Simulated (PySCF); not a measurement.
CaCl2, triplet, at a GFN2-xTB geometry (such geometries of metal compounds can be far from the true shape) (a higher spin typed on purpose: for a closed-shell molecule this is an excited state). Base run: B3LYP/6-31G** in PySCF.

PySCF was given this input:
```python
from pyscf import gto, scf, dft

mol = gto.Mole()
mol.atom = '''
    Ca    0.43095307   -1.37044244   -0.06015462
    Cl    0.64352842    1.12762644   -0.86225411
    Cl   -1.15053203    0.48465879    0.93302425
'''
mol.basis = '6-31g**'
mol.spin = 2
mol.verbose = 4
mol.symmetry = True
mol.build()

mf = dft.UKS(mol)
mf.xc = 'b3lyp'
mf.kernel()
mf.analyze()
```

The base run was repeated with changes; each row names its change, and settings that it needs were set with it.

```json
[
 {"change": "base", "ΔE vs base (mEh)": "0.000", "point group used": "C2v", "SCF cycles": "9"},
 {"change": "symmetry = off", "ΔE vs base (mEh)": "0.000", "point group used": "C1", "SCF cycles": "9"},
 {"change": "irrep_nelec = A1:(13, 12) A2:(3, 2) B1:(4, 4) B2:(8, 8)", "ΔE vs base (mEh)": "433.4", "point group used": "C2v", "SCF cycles": "36"},
 {"change": "irrep_nelec = A1:(13, 12) A2:(2, 2) B1:(5, 4) B2:(8, 8)", "ΔE vs base (mEh)": "249.9", "point group used": "C2v", "SCF cycles": "12"},
 {"change": "symmetry_subgroup = C2", "ΔE vs base (mEh)": "0.000", "point group used": "C2", "SCF cycles": "9"},
 {"change": "irrep_nelec = A1:(13, 12) A2:(3, 2) B1:(3, 4) B2:(9, 8)", "ΔE vs base (mEh)": "484.0", "point group used": "C2v", "SCF cycles": "9"},
 {"change": "irrep_nelec = A1:(12, 12) A2:(2, 2) B1:(5, 4) B2:(9, 8)", "ΔE vs base (mEh)": "83.731", "point group used": "C2v", "SCF cycles": "9"},
 {"change": "symmetry_subgroup = Cs", "ΔE vs base (mEh)": "0.000", "point group used": "Cs", "SCF cycles": "9"}
]
```

Open shells are given as the SCF converged; they aren't shown to be the lowest states, and a large step between rows can be another state.
